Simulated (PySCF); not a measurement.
## How methods differ on the ionisation energy of P⁺

P⁺ [Ne] 3s2 3p2 (3P) → P²⁺ [Ne] 3s2 3p1 (2P), as a difference of total energies. Computed with PySCF 2.14 in x2c-QZVPPall (9s6p4d2f1g, 70 functions), with scalar relativity by spin-free X2C-1e. Correlated levels: valence: [Ne] frozen; valence and next inner shell: 1s2 frozen. The calculations carry no spin-orbit coupling.

```csv
method,ionisation energy (eV)
UHF,19.156
LDA,19.811
PBE,19.770
PBE0,19.808
r2SCAN,19.937
r2SCAN0,19.913
wB97X,19.674
TPSS,19.819
CAM-B3LYP,19.734
ROHF,19.166
MP2 (valence),19.643
SCS-MP2 (valence),19.552
MP2 (valence and next inner shell),19.653
SCS-MP2 (valence and next inner shell),19.560
```

How much does correlation contribute at MP2 (valence and next inner shell)?

19.653 − (19.156) = 0.497 eV, measured against UHF.

A first-order spin-orbit estimate (lowest level to lowest level, LS coupling) adds -0.007 eV.

Errors of the correlated levels include the incompleteness of this basis and the frozen core.

For comparison: 19.769 eV (semi-empirical (NIST evaluation); NIST Atomic Spectra Database, ionization energies).
